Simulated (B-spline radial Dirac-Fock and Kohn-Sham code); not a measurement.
## Magnetic form factor of the 4d shell of Zr

System: the Zr atom in the configuration [Kr] 4d2 5s2.

Input of the calculation (task.json; shells as n, l, electrons):

```json
{"items": [{
  "Z": 40,
  "q": 0,
  "cfg": [[1, 0, 2], [2, 0, 2], [2, 1, 6], [3, 0, 2], [3, 1, 6], [3, 2, 10], [4, 0, 2], [4, 1, 6], [4, 2, 2], [5, 0, 2]],
  "A": 90,
  "rrms": 4.2694,
  "do": ["scatter"],
  "s": [0.0, 0.05, 0.1, 0.15, 0.2, 0.25, 0.3, 0.35, 0.4, 0.45, 0.5, 0.6, 0.7, 0.8, 0.9, 1.0, 1.1, 1.2, 1.4, 1.6, 1.8, 2.0, 2.5, 3.0, 3.5, 4.0, 5.0, 6.0],
  "pz": [0, 0.1, 0.2, 0.3, 0.4, 0.5, 0.6, 0.8, 1.0, 1.2, 1.4, 1.6, 1.8, 2.0, 2.5, 3.0, 4.0, 5.0, 7.0, 10.0, 15.0, 20.0, 30.0, 40.0, 60.0, 100.0],
  "hv_scatter": [1000, 2000, 5000, 8047.8, 10000, 17479.3, 20000, 30000, 50000, 100000, 200000, 500000, 1000000]
}]}
```

Launch: `python xray_run.py task.json out`

These are calculated numbers from a radial finite-basis atomic code; the model is relativistic Hartree-Fock (Dirac-Fock) wave functions, averaged over the configuration. ⟨j_K⟩ is the integral of the 4d radial density with the spherical Bessel function j_K(4πsr), s = sin θ/λ.

| s (Å⁻¹) | ⟨j0⟩ | ⟨j2⟩ | ⟨j4⟩ | tabulated ⟨j0⟩ |
| --- | --- | --- | --- | --- |
| 0 | 1.0000 | 0.0000 | 0.0000 | 1.0004 |
| 0.05 | 0.8992 | 0.0392 | 0.0008 | 0.9075 |
| 0.1 | 0.6628 | 0.1207 | 0.0097 | 0.6833 |
| 0.15 | 0.4111 | 0.1853 | 0.0315 | 0.4353 |
| 0.2 | 0.2156 | 0.2084 | 0.0591 | 0.2363 |
| 0.25 | 0.0899 | 0.1968 | 0.0828 | 0.1031 |
| 0.3 | 0.0203 | 0.1663 | 0.0974 | 0.0253 |
| 0.35 | -0.0119 | 0.1298 | 0.1023 | -0.0124 |
| 0.4 | -0.0220 | 0.0949 | 0.0994 | -0.0240 |
| 0.45 | -0.0207 | 0.0653 | 0.0914 | -0.0215 |
| 0.5 | -0.0143 | 0.0421 | 0.0805 | -0.0135 |
| 0.6 | 0.0007 | 0.0128 | 0.0565 | 0.0012 |
| 0.7 | 0.0109 | 0.0000 | 0.0356 | 0.0080 |
| 0.8 | 0.0152 | -0.0034 | 0.0201 | 0.0100 |
| 0.9 | 0.0156 | -0.0026 | 0.0099 | 0.0105 |
| 1 | 0.0137 | -0.0003 | 0.0038 | 0.0106 |
| 1.1 | 0.0111 | 0.0021 | 0.0006 | 0.0106 |
| 1.2 | 0.0084 | 0.0040 | -0.0007 | 0.0106 |
| 1.4 | 0.0039 | 0.0060 | -0.0005 | 0.0106 |
| 1.6 | 0.0012 | 0.0063 | 0.0008 | – |

Radial moments of the shell: ⟨r²⟩ = 5.845, ⟨r⁴⟩ = 71.28, ⟨r⁶⟩ = 1619 in powers of bohr. Tabulated ⟨j0⟩: the fit in Brown, International Tables for Crystallography C, 4.4.5, itself from free-ion calculations whose configuration may differ.
